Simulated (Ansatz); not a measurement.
```yaml
crystal:
  periodic: [false, false, false]
  atoms:
    - {symbol: Bi, position_ang: [-1.087064, -0.215363, 1.269811]}
    - {symbol: Bi, position_ang: [1.562452, -0.621543, 0.113724]}
    - {symbol: Bi, position_ang: [-0.475388, 0.836907, -1.383534]}
basis:
  gaussian: {orbitals: def2-mTZVPP}
total_charge: 2
magnetization: {spin_polarized: true, initial_magnetization: 1}
hamiltonian: {xc: {name: r2SCAN50}, dispersion: d3bj}
scf: {omitted_lower_state_checks: [starts]}
```

```sh
$ ansatz run in.yaml --threads 2 --pin off --events-out ev --progress --plain --max-ram 4352MiB
```

It prints (some lines left out):

```
Warning: the engine holds no damping parameters fitted to this dispersion correction and functional, so the run takes those fitted to r2scan50 beside the three-body term, which d3bj leaves out (hamiltonian.dispersion, under Limitations)
Functional definition: r2SCAN50
1251 factors; integrals over basis functions are off by at most 1.3e-4 eV
mean field evaluation 1: about -17501.6320 eV, gradient 1.6e1 eV
mean field evaluation 2: about -17502.3155 eV, gradient 1.2e1 eV
mean field evaluation 4: about -17503.0304 eV, gradient 8.8e-1 eV
mean field evaluation 8: about -17503.1383 eV, gradient 1.2e-1 eV
mean field evaluation 16: about -17503.1498 eV, gradient 6.1e-3 eV
mean field evaluation 32: about -17503.1735 eV, gradient 7.4e-6 eV
mean field -17503.17354281 eV, -643.2297636210 hartree, gradient 2.1e-6 eV, S^2 0.843095; 0 other end points of the search recorded, 0 dependent functions left out
reference -17503.17355447 eV, -643.2297640497 hartree; 34, 33 occupied and 74, 75 virtual orbitals, 1251 factors
Total energy: -17503.23912852 eV, -643.2321738515 hartree
Checks for a lower state left out: starts
```

It took 25 s on 2 threads of Intel Xeon 6975P-C on a shared host.

In the def2 sets Bi takes a core potential; there is no spin–orbit coupling.
